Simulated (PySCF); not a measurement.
ClFHNOW, SMILES [NH]=[W](=[O])([F])[Cl], multiplicity 1. Heavy atoms are numbered as in [W:1](=[O:2])(=[NH:3])([F:5])[Cl:6]. Hydrogens are named by the atom that carries them.

Coordinates come from a PBE-D3(BJ)/def2-SVP optimisation. The multiplicity is an assumed one; no other spin state was optimised. The structure was generated by enumeration; whether it is a known compound was not checked. The def2 effective core potentials stand for the cores of W; spin–orbit coupling is left out.

Calculation: PBE/def2-TZVP (PySCF).

ESP charges are fitted to the potential on shells at 1.4 to 2.0 van der Waals radii. Atomic charges (e), one atom of each kind:

| atom | Löwdin | Mulliken | ESP fit |
|---|---|---|---|
| W1 | 0.50 | 1.26 | 1.00 |
| O2 | -0.24 | -0.39 | -0.37 |
| N3 (NH) | -0.31 | -0.51 | -0.67 |
| H on N3 | 0.16 | 0.26 | 0.40 |
| F5 | -0.20 | -0.34 | -0.21 |
| Cl6 | 0.08 | -0.28 | -0.15 |
